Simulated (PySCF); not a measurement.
Compound: C8H11 (doublet state).
Cartesian coordinates in Å at the GFN2-xTB level; atoms count from 1:
```
atom  x, y, z in Å
C1     1.6824   -0.3784    1.2328
C2     1.7171    1.0234    0.7062
C3     1.1259   -0.0749   -0.1261
C4    -0.3525   -0.1262   -0.3609
C5    -1.0958    0.6342   -1.4778
C6    -2.1001   -0.2002   -0.6740
C7    -1.4547    0.2751    0.6345
C8    -1.1465   -1.4002   -0.7137
H9     2.6057   -0.9338    1.2951
H10    0.9868   -0.6023    2.0266
H11    1.0450    1.7445    1.1449
H12    2.6647    1.4415    0.4029
H13    1.6956   -0.4117   -0.9854
H14   -0.8962    0.3268   -2.4998
H15   -1.1541    1.7140   -1.3822
H16   -1.5453    1.3299    0.8753
H17   -1.5873   -0.3557    1.5083
H18   -0.9503   -1.8501   -1.6821
H19   -1.2503   -2.1465    0.0679
```

The hyperfine couplings belong to this conformer and change with its torsions.

Identity: `C1CC1C12C[C](C1)C2` [radical].

Computed, not measured: UKS B3LYP, pcH-1 on C H, non-relativistic, mean-field spin-orbit, GIAO (PySCF 2.14.0). One conformer (not necessarily the lowest) at the GFN2-xTB geometry, without solvent, vibrations or thermal averaging. The geometry wasn't refined by DFT: couplings that depend on bond lengths, twists or pyramidal angles can differ widely from those at the functional's own minimum. Stability of the SCF solution: not tested.

The isotropic 13C couplings, averaged over equivalent nuclei, are +333.0, +106.1, +77.9, +10.1, -2.2 MHz. Assign them to C1/C2; C3; C4; C5/C7/C8; C6.

```tsv
site	a_iso (MHz)	ρ(0) (bohr⁻³)	position	distance from C6 (Å)	spin population	largest |T| (MHz)
C1/C2	-2.2	-0.0020	4 bonds from C6	4.24	0.00	0.8
C3	+106.1	+0.0944	3 bonds from C6	3.27	+0.06	14.1
C4	+77.9	+0.0693	2 bonds from C6	1.78	+0.03	5.7
C5/C7/C8	+10.1	+0.0090	1 bond from C6	1.53	+0.04	16.0
C6	+333.0	+0.2962	largest spin population	0.00	+0.80	128.6
```

ρ(0) is the spin density at the nucleus and T the dipolar tensor; entries for several nuclei are means. The Mulliken spin populations are largest on C6 (+0.80) and C3 (+0.06). C6 is the only atom above +0.15. The angles at C6 add up to 270.6°, so it is pyramidal.

Examples of negative spin density at the nucleus (bohr⁻³): C1/C2 (-0.0020).

Means are taken over nuclei equivalent by connectivity, which assumes that they swap fast.
